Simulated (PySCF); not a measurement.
Compound: C8H10.
Bonds: C1–C2 (double), C2–C3, C3–C4, C4–C5, C5–C6 (triple), C6–C7, C4–C8, C2–C8. Hydrogens: H9, H10 on C1; H11, H12 on C3; H13 on C4; H14, H15, H16 on C7; H17, H18 on C8.

All values: PBE0/def2-SVPD (PySCF, non-relativistic), on one gas-phase PBE0-D3(BJ)/def2-SVP geometry that isn't relaxed in the solvent. The solvent is an IEF-PCM continuum (van der Waals radii × 1.2), and excitations are vertical TDDFT with non-equilibrium linear response and a frozen core. Only the electrostatic response of the medium enters.

Gas-phase singlets (H = HOMO, L = LUMO):

| state | E (eV) | λ (nm) | f | leading configurations |
| --- | --- | --- | --- | --- |
| S1 | 6.317 | 196 | 0.001 | H-1→L 51%, H-1→L+1 12%, H-2→L+3 12% |
| S2 | 6.346 | 195 | 0.000 | H-1→L 47%, H-2→L+3 17%, H→L+3 13% |
| S3 | 6.371 | 195 | 0.015 | H→L 55%, H-2→L 40% |
| S4 | 6.549 | 189 | 0.009 | H-1→L+1 35%, H-2→L+3 20%, H→L+3 17% |
| S5 | 6.555 | 189 | 0.002 | H-1→L+3 36%, H→L+1 22%, H-2→L+1 12% |

Task: What are the lowest 5 singlets in tetrahydrofuran (ε = 7.426)?

Result: 
```json
{"state": "S1", "E (eV)": "6.389", "λ (nm)": "194", "f": "0.002", "leading configurations": "H-1→L 49%, H-2→L+3 18%, H-1→L+1 11%", "change by rank (eV)": "+0.072"}
{"state": "S2", "E (eV)": "6.422", "λ (nm)": "193", "f": "0.034", "leading configurations": "H→L 33%, H-2→L 22%, H-1→L 20%", "change by rank (eV)": "+0.076"}
{"state": "S3", "E (eV)": "6.425", "λ (nm)": "193", "f": "0.025", "leading configurations": "H-1→L 27%, H→L 23%, H-2→L 16%", "change by rank (eV)": "+0.054"}
{"state": "S4", "E (eV)": "6.628", "λ (nm)": "187", "f": "0.005", "leading configurations": "H-1→L+3 37%, H→L+1 17%, H-2→L+1 13%", "change by rank (eV)": "+0.079"}
{"state": "S5", "E (eV)": "6.633", "λ (nm)": "187", "f": "0.010", "leading configurations": "H-1→L+1 33%, H-2→L+3 20%, H-1→L+2 16%", "change by rank (eV)": "+0.078"}
```

Task: How does the list change in acetone (ε = 20.49)?

Result: 
```csv
state,E (eV),λ (nm),f,leading configurations,change by rank (eV)
S1,6.401,194,0.002,"H-1→L 46%, H-2→L+3 20%, H-1→L+1 10%",+0.084
S2,6.435,193,0.032,"H→L 30%, H-1→L 23%, H-2→L 22%",+0.089
S3,6.438,193,0.027,"H-1→L 27%, H→L 24%, H-2→L 18%",+0.067
S4,6.643,187,0.005,"H-1→L+3 38%, H→L+1 16%, H-2→L+1 12%",+0.094
S5,6.649,186,0.010,"H-1→L+1 32%, H-2→L+3 20%, H-1→L+2 17%",+0.094
```

Task: How do the frontier levels move from gas to acetone?

Result: 
```
orbital  gas (eV)  solvent (eV)  change (eV)                   Löwdin shares, gas              Löwdin shares, solvent
 LUMO+2      0.94          0.99        +0.05  C7 22 %, C6 12 %, H16 10 %, C1 10 %  C7 16 %, C6 16 %, C1 11 %, C5 10 %
 LUMO+1      0.68          0.71        +0.03    C7 14 %, C6 14 %, C5 10 %, C8 7 %   C6 16 %, C7 13 %, C5 12 %, C8 7 %
   LUMO      0.15          0.13        -0.02     C2 28 %, C1 26 %, C8 6 %, C3 6 %   C2 29 %, C1 26 %, H10 6 %, H9 6 %
   HOMO     -7.08         -7.14        -0.06   C1 24 %, C2 19 %, C6 13 %, C5 12 %    C1 30 %, C2 24 %, C6 7 %, C5 6 %
 HOMO-1     -7.15         -7.28        -0.13     C6 36 %, C5 34 %, C7 7 %, C4 6 %    C6 35 %, C5 33 %, C7 7 %, C4 7 %
 HOMO-2     -7.24         -7.35        -0.11   C5 24 %, C6 24 %, C1 15 %, C2 14 %    C5 29 %, C6 29 %, C1 9 %, C2 9 %
 HOMO-3     -8.98         -8.94        +0.04    C2 21 %, C8 20 %, C3 20 %, C1 9 %   C2 21 %, C8 20 %, C3 20 %, C1 9 %
```

The HOMO–LUMO gap goes from 7.23 to 7.27 eV.
